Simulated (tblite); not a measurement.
Species: C6H8BrNO.
Numbering: `[CH3:1][C:2](=[CH:3]\[NH2:4])/[CH:5]=[C:6](/[Br:7])[CH:8]=[O:9]` (hydrogens: H10, H11, H12 on C1; H13 on C3; H14, H15 on N4; H16 on C5; H17 on C8)

Computed with GFN2-xTB (tblite), gas phase: L-BFGS steps from a force-field or distance-geometry start until the largest atomic force falls under 0.01 eV/Å.

At the end of the run (lengths in Å): C1–H10 1.087, C3–N4 1.352, C5=C6 1.360, N4–H15 1.005, N4–H14 1.003, C6–Br7 1.924, C1–H12 1.088, C1–C2–C5 121.3°, C1–C2–C3 121.8°, C6–C8–O9 126.0°, C2–C3–N4 126.1°, C1–C2–C3–N4 2°, C1–C2–C5–C6 -15°, C2–C5–C6–Br7 169°, H13–C3–N4–H14 -11°, H14–N4–C3–C2 170°.

**Question.** These geometries were met on the way; a selection of coordinates is given. Order them by energy above the end point, lowest first.
A. C1–H10 1.172, C3–N4 1.426, C5=C6 1.290, N4–H15 1.066, N4–H14 1.058, C6–Br7 1.943, C1–H12 1.126, C1–C2–C5 130.9°, C1–C2–C3 114.2°, C6–C8–O9 133.4°, C2–C3–N4 119.4°, C1–C2–C3–N4 0°, C1–C2–C5–C6 -14°, C2–C5–C6–Br7 180°, H13–C3–N4–H14 -82°, H14–N4–C3–C2 98°
B. C1–H10 1.089, C3–N4 1.364, C5=C6 1.354, N4–H15 1.015, N4–H14 1.011, C6–Br7 1.908, C1–H12 1.090, C1–C2–C5 119.6°, C1–C2–C3 123.2°, C6–C8–O9 129.7°, C2–C3–N4 123.7°, C1–C2–C3–N4 -11°, C1–C2–C5–C6 -12°, C2–C5–C6–Br7 177°, H13–C3–N4–H14 -64°, H14–N4–C3–C2 115°
C. C1–H10 1.085, C3–N4 1.414, C5=C6 1.357, N4–H15 1.017, N4–H14 1.018, C6–Br7 1.906, C1–H12 1.079, C1–C2–C5 125.9°, C1–C2–C3 117.5°, C6–C8–O9 124.9°, C2–C3–N4 128.7°, C1–C2–C3–N4 -5°, C1–C2–C5–C6 -13°, C2–C5–C6–Br7 178°, H13–C3–N4–H14 -99°, H14–N4–C3–C2 82°
D. C1–H10 1.076, C3–N4 1.384, C5=C6 1.336, N4–H15 0.995, N4–H14 0.992, C6–Br7 1.923, C1–H12 1.077, C1–C2–C5 130.6°, C1–C2–C3 113.2°, C6–C8–O9 128.4°, C2–C3–N4 121.8°, C1–C2–C3–N4 1°, C1–C2–C5–C6 -16°, C2–C5–C6–Br7 180°, H13–C3–N4–H14 -84°, H14–N4–C3–C2 96°
E. C1–H10 1.086, C3–N4 1.358, C5=C6 1.361, N4–H15 1.011, N4–H14 1.011, C6–Br7 1.967, C1–H12 1.085, C1–C2–C5 119.8°, C1–C2–C3 123.1°, C6–C8–O9 128.2°, C2–C3–N4 124.4°, C1–C2–C3–N4 -12°, C1–C2–C5–C6 -13°, C2–C5–C6–Br7 177°, H13–C3–N4–H14 -45°, H14–N4–C3–C2 135°

**Answer.** E (0.211 eV), B (0.351 eV), C (0.603 eV), D (1.016 eV), A (1.746 eV).

```json
{"step": "24", "E above end (eV)": "0.211", "rms distance from the end, all atoms (Å)": "0.226", "largest force (eV/Å)": "0.490", "rms shift of all bonds from the end (Å)": "0.012"}
{"step": "20", "E above end (eV)": "0.351", "rms distance from the end, all atoms (Å)": "0.295", "largest force (eV/Å)": "0.532", "rms shift of all bonds from the end (Å)": "0.007"}
{"step": "9", "E above end (eV)": "0.603", "rms distance from the end, all atoms (Å)": "0.409", "largest force (eV/Å)": "0.512", "rms shift of all bonds from the end (Å)": "0.018"}
{"step": "3", "E above end (eV)": "1.016", "rms distance from the end, all atoms (Å)": "0.445", "largest force (eV/Å)": "0.996", "rms shift of all bonds from the end (Å)": "0.015"}
{"step": "0", "E above end (eV)": "1.746", "rms distance from the end, all atoms (Å)": "0.463", "largest force (eV/Å)": "3.605", "rms shift of all bonds from the end (Å)": "0.043"}
```

Rows stand in the order of the answer.
